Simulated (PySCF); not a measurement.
**WOF₂ + 2 Cl₂ → WOCl₄ + F₂**

Level: PBE0 in the def2-SVP basis family, computed in PySCF with density fitting; scalar-relativistic core potentials for atoms from Rb on, none lighter, no spin–orbit coupling; open shells unrestricted.

```tsv
species	state and structure	E (Eh)	ZPE (kJ/mol)	H(298 K) − H(0) (kJ/mol)	S° (J/(mol K))
WOF₂	singlet, C2v, W–F 1.840 Å (×2), W–O 1.670 Å; F–W–F 134.0°, F–W–O 113.0° (×2)	-341.61457	18.9	15.0	309.1
Cl₂	singlet, D∞h, Cl–Cl 2.025 Å	-919.76210	3.2	9.2	223.2
WOCl₄	singlet, C4v, W–Cl 2.300 Å (×4), W–O 1.668 Å; Cl–W–Cl 86.7° (×4), Cl–W–Cl 152.3° (×2), Cl–W–O 103.9° (×4)	-1982.01933	23.2	24.5	390.2
F₂	singlet, D∞h, F–F 1.376 Å	-199.15566	6.5	8.7	201.9
```

(1) What is the electronic reaction energy?

(2) Add zero-point, thermal and entropy terms for 298.15 K and 1 bar.

Results:

(1) At PBE0/def2-SVP, ΔE = -95.1 kJ/mol from the differences of the total energies times 2625.5, downhill. Chlorination of this kind underlies dry etching.

(2) ΔZPE = 4.4 and Δ[H(298) − H(0)] = -0.2 kJ/mol give ΔH° = -90.9 kJ/mol. ΔS° = -163.4 J/(mol K), so ΔG° = -90.9 − 298.15 × (-0.1634) = -42 kJ/mol and log₁₀K = 7.4. ΔG° would change sign near 560 K if ΔH° and ΔS° stayed fixed.

Spin–orbit coupling can matter for WOF₂, WOCl₄ and is left out. Each species is the lowest minimum found with this bonding; other isomers or fragments can lie lower.
